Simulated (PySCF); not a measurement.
C₄H₅, doublet, at a GFN2-xTB geometry; PBE/STO-3G (PySCF).

Here is a job for PySCF.
```python
from pyscf import gto, scf, dft

mol = gto.M(
    atom='''
C    -0.01669866   -0.14473260    2.05451619
C    -0.00572650   -0.05021694    0.70569704
C     0.00420741    0.03413279   -0.51310411
C     0.01585773    0.13725248   -1.95067878
H    -0.94506085   -0.19981979    2.59400011
H     0.90273351   -0.16585290    2.61141141
H    -0.00059800    1.18728795   -2.25276024
H     0.91722312   -0.32377874   -2.35724285
H    -0.86013765   -0.35645090   -2.37399048
''',
    basis='sto-3g',
    spin=1,
    verbose=4,
)

mf = dft.UKS(mol)
mf.xc = 'pbe'
mf.DIIS = scf.ADIIS
mf.kernel()
mf.analyze()
```

The log (banner, timings and long lists left out):

```
PySCF version 2.14.0

[INPUT] verbose = 4
[INPUT] num. atoms = 9
[INPUT] num. electrons = 29
[INPUT] charge = 0
[INPUT] spin (= nelec alpha-beta = 2S) = 1
[INPUT] symmetry False subgroup None
[INPUT] Mole.unit = angstrom
[INPUT] Symbol           X                Y                Z      unit          X                Y                Z       unit  Magmom
[...]
nuclear repulsion = 94.5882190884109
number of shells = 17
number of NR pGTOs = 75
number of NR cGTOs = 25
basis = sto-3g
ecp = {}

******** <class 'pyscf.dft.uks.UKS'> ********
method = UKS
initial guess = minao
damping factor = 0
level_shift factor = 0
DIIS = <class 'pyscf.scf.diis.ADIIS'>
diis_start_cycle = 1
diis_space = 8
diis_damp = 0
SCF conv_tol = 1e-09
SCF conv_tol_grad = None
SCF max_cycles = 50
direct_scf = True
direct_scf_tol = 1e-13
number electrons alpha = 15  beta = 14
XC library pyscf.dft.libxc version 7.1.2
    S. Lehtola, C. Steigemann, M. J. T. Oliveira, and M. A. L. Marques,  SoftwareX 7, 1–5 (2018)
XC functionals = pbe
    J. P. Perdew, K. Burke, and M. Ernzerhof,  Phys. Rev. Lett. 77, 3865 (1996)
    J. P. Perdew, K. Burke, and M. Ernzerhof,  Phys. Rev. Lett. 78, 1396 (1997)
    J. P. Perdew, K. Burke, and M. Ernzerhof,  Phys. Rev. Lett. 77, 3865 (1996)
    J. P. Perdew, K. Burke, and M. Ernzerhof,  Phys. Rev. Lett. 78, 1396 (1997)
radial grids:
    Treutler-Ahlrichs [JCP 102, 346 (1995); DOI:10.1063/1.469408] (M4) radial grids

becke partition: Becke, JCP 88, 2547 (1988); DOI:10.1063/1.454033
pruning grids: <function nwchem_prune>
grids dens level: 3
symmetrized grids: False
atomic radii adjust function: <function treutler_atomic_radii_adjust>
small_rho_cutoff = 0
Set gradient conv threshold to 3.16228e-05
tot grids = 105512
init E= -153.613161252539

cycle= 1 E= -153.188036832413  delta_E= 0.425  |g|= 0.112  |ddm|= 2.92
cycle= 2 E= -153.185533882941  delta_E= 0.0025  |g|= 0.148  |ddm|= 0.356
cycle= 3 E= -153.191983634172  delta_E= -0.00645  |g|= 0.111  |ddm|= 0.273
cycle= 4 E= -153.196234758823  delta_E= -0.00425  |g|= 0.071  |ddm|= 0.21
cycle= 5 E= -153.199336189508  delta_E= -0.0031  |g|= 0.0204  |ddm|= 0.115
cycle= 6 E= -153.199124845983  delta_E= 0.000211  |g|= 0.0269  |ddm|= 0.0675
cycle= 7 E= -153.199649046623  delta_E= -0.000524  |g|= 0.00416  |ddm|= 0.037
cycle= 8 E= -153.199628674337  delta_E= 2.04e-05  |g|= 0.00746  |ddm|= 0.0133
cycle= 9 E= -153.199658735319  delta_E= -3.01e-05  |g|= 0.00187  |ddm|= 0.00855
cycle= 10 E= -153.199650513025  delta_E= 8.22e-06  |g|= 0.00408  |ddm|= 0.0072
cycle= 11 E= -153.199660814814  delta_E= -1.03e-05  |g|= 0.000842  |ddm|= 0.00425
cycle= 12 E= -153.199660986716  delta_E= -1.72e-07  |g|= 0.000696  |ddm|= 0.00207
cycle= 13 E= -153.199661278876  delta_E= -2.92e-07  |g|= 0.000214  |ddm|= 0.00117
cycle= 14 E= -153.199661133826  delta_E= 1.45e-07  |g|= 0.000512  |ddm|= 0.000942
cycle= 15 E= -153.199661304288  delta_E= -1.7e-07  |g|= 0.000123  |ddm|= 0.000524
cycle= 16 E= -153.199661312398  delta_E= -8.11e-09  |g|= 6.81e-05  |ddm|= 0.000261
cycle= 17 E= -153.199661313405  delta_E= -1.01e-09  |g|= 6.33e-05  |ddm|= 0.000156
cycle= 18 E= -153.199661313833  delta_E= -4.28e-10  |g|= 5.28e-05  |ddm|= 9.75e-05
cycle= 19 E= -153.199661315729  delta_E= -1.9e-09  |g|= 9.01e-06  |ddm|= 7.44e-05
cycle= 20 E= -153.199661315781  delta_E= -5.21e-11  |g|= 2.92e-06  |ddm|= 1.07e-05
Extra cycle  E= -153.199661315794  delta_E= -1.27e-11  |g|= 3.27e-06  |ddm|= 1.11e-05
converged SCF energy = -153.199661315794  <S^2> = 0.76360583  2S+1 = 2.0135599
**** SCF Summaries ****
Total Energy =                        -153.199661315793549
Nuclear Repulsion Energy =              94.588219088410895
One-electron Energy =                 -393.103208648500697
Two-electron Energy =                  145.315328244296268
Two-electron Coulomb Energy =          168.662745179211868
DFT Exchange-Correlation Energy =      -23.347416934915593
**** MO energy ****
                             alpha | beta                alpha | beta
[...]
To work with the spin densities directly, `use mulliken_meta_spin()` only printing them here.

 ** Mulliken spin pop alpha/beta on meta-lowdin orthogonal AOs **
 ** Mulliken Spin Density (per AO)  **
spin_pop of  0 C 1s       -0.00001
spin_pop of  0 C 2s        0.02947
spin_pop of  0 C 2px       0.01789
spin_pop of  0 C 2py       0.65241
spin_pop of  0 C 2pz       0.01984
spin_pop of  1 C 1s        0.00000
spin_pop of  1 C 2s       -0.01810
spin_pop of  1 C 2px      -0.04022
spin_pop of  1 C 2py      -0.09505
spin_pop of  1 C 2pz      -0.01474
spin_pop of  2 C 1s       -0.00001
spin_pop of  2 C 2s        0.02027
spin_pop of  2 C 2px       0.04173
spin_pop of  2 C 2py       0.40556
spin_pop of  2 C 2pz       0.01020
spin_pop of  3 C 1s        0.00000
spin_pop of  3 C 2s       -0.00449
spin_pop of  3 C 2px      -0.00282
spin_pop of  3 C 2py      -0.00503
spin_pop of  3 C 2pz      -0.01356
spin_pop of  4 H 1s       -0.02374
spin_pop of  5 H 1s       -0.02374
spin_pop of  6 H 1s        0.02701
spin_pop of  7 H 1s        0.00855
spin_pop of  8 H 1s        0.00855
 ** Mulliken Spin Density (per atom)  **
spin density of  0 C =      0.71961
spin density of  1 C =     -0.16810
spin density of  2 C =      0.47775
spin density of  3 C =     -0.02589
spin density of  4 H =     -0.02374
spin density of  5 H =     -0.02374
spin density of  6 H =      0.02701
spin density of  7 H =      0.00855
spin density of  8 H =      0.00855
 ** Mulliken pop alpha/beta on meta-lowdin orthogonal AOs **
 ** Mulliken pop       alpha | beta **
[...]
In total            15.00000 | 14.00000
 ** Mulliken atomic charges   ( Nelec_alpha | Nelec_beta ) **
charge of  0C =     -0.11805  (     3.41883      2.69922 )
charge of  1C =     -0.05563  (     2.94376      3.11187 )
charge of  2C =     -0.03326  (     3.25551      2.77775 )
charge of  3C =     -0.14718  (     3.06064      3.08654 )
charge of  4H =      0.06332  (     0.45647      0.48021 )
charge of  5H =      0.06332  (     0.45647      0.48021 )
charge of  6H =      0.07626  (     0.47537      0.44837 )
charge of  7H =      0.07560  (     0.46647      0.45792 )
charge of  8H =      0.07560  (     0.46647      0.45792 )
Dipole moment(X, Y, Z, Debye):  0.00659,  0.07099, -0.83754
```
